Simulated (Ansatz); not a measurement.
Relaxation of a periodic cell of 36 atoms, H6C2O (contents 4 CH3CH2OH, density as packed 0.72 g/cm³ with natural masses), to a largest force component of 0.3 eV/Å in at most 15 steps.

Computed with DFT PBEsol, scalar-relativistic, plane waves, PAW (Ansatz). Settings: cutoff 420 eV, k mesh 1x1x1, fermi-dirac smearing 0.02 eV, no spin polarisation.

```xyz
36
Lattice="7.5291 0.0000 0.0000 0.0000 7.5291 0.0000 0.0000 0.0000 7.5291" Properties=species:S:1:pos:R:3
C 6.618 4.666 -0.353
C 7.067 3.786 0.792
O 5.910 3.491 1.573
H 6.189 2.925 2.312
H 7.525 2.865 0.404
H 7.825 4.305 1.394
H 7.465 4.929 -0.992
H 5.871 4.145 -0.954
H 6.171 5.584 0.035
C 3.660 3.264 7.408
C 2.763 2.396 6.555
O 1.849 3.264 5.888
H 1.268 2.714 5.337
H 3.364 1.826 5.832
H 2.227 1.671 7.185
H 4.387 2.653 7.949
H 4.197 3.977 6.780
H 3.062 3.822 8.131
C 2.938 6.213 4.458
C 1.899 7.311 4.412
O 0.624 6.688 4.562
H -0.051 7.386 4.533
H 2.078 8.037 5.217
H 1.962 7.851 3.457
H 3.943 6.629 4.348
H 2.879 5.683 5.411
H 2.762 5.498 3.653
C 4.701 2.570 3.905
C 3.503 3.487 3.799
O 2.362 2.661 3.569
H 1.587 3.243 3.499
H 3.387 4.067 4.726
H 3.644 4.201 2.975
H 5.613 3.146 4.083
H 4.562 1.868 4.729
H 4.819 2.001 2.981
```

Problem. Where does it end, and by what steps?

Solution. The forces met the threshold. The threshold is loose, so the end isn't yet a minimum. The force dipped under the threshold on the way, but the program's further checks kept it going. Limits of this set-up: coarse k mesh. After 14 steps the energy has fallen by 1.782 eV; H34 moved furthest, 1.46 Å.

```
step  energy less start (eV)  largest force component (eV/Å)  accepted
   0                  0.0000                           1.305       yes
   1                 -0.6305                           0.517       yes
   2                 -0.9830                           0.990       yes
   3                 -1.1793                           0.461       yes
   4                 -1.3268                           0.306       yes
   5                 -1.4304                           0.507       yes
   6                 -1.5133                           0.533       yes
   7                 -1.5845                           0.344       yes
   8                 -1.6340                           0.371       yes
   9                 -1.6577                           0.520       yes
  10                 -1.6904                           0.308       yes
  11                 -1.7250                           0.091       yes
  12                 -1.7411                           0.491       yes
  13                 -1.7584                           0.357       yes
  14                 -1.7817                           0.238       yes
```

```xyz
36
Lattice="7.5291 0.0000 0.0000 0.0000 7.5291 0.0000 0.0000 0.0000 7.5291" Properties=species:S:1:pos:R:3
C 6.522 5.348 -0.348
C 7.221 4.382 0.574
O 6.230 3.715 1.369
H 6.688 3.054 1.915
H 7.798 3.645 -0.020
H 7.916 4.939 1.238
H 7.259 5.859 -0.994
H 5.811 4.813 -1.000
H 5.966 6.115 0.222
C 3.177 3.791 7.650
C 2.830 2.369 7.225
O 1.785 2.301 6.262
H 2.182 2.481 5.368
H 3.743 1.856 6.848
H 2.493 1.794 8.110
H 4.056 3.797 8.321
H 3.429 4.410 6.769
H 2.325 4.272 8.158
C 2.359 6.070 4.317
C 1.272 7.110 4.167
O 0.276 6.559 3.304
H -0.487 7.162 3.290
H 0.846 7.367 5.162
H 1.697 8.043 3.740
H 3.176 6.433 4.965
H 1.945 5.159 4.788
H 2.794 5.827 3.326
C 4.978 1.644 3.869
C 4.302 2.991 3.960
O 2.886 2.808 3.774
H 2.507 3.682 3.561
H 4.490 3.447 4.954
H 4.701 3.671 3.188
H 6.047 1.747 4.124
H 4.533 0.934 4.585
H 4.877 1.226 2.853
```

Whether the end is a true minimum wasn't checked by a vibrational analysis.

Run time: 46 s on 1 thread of Arm Neoverse V2, on a shared host, peak memory 0.43 GiB.
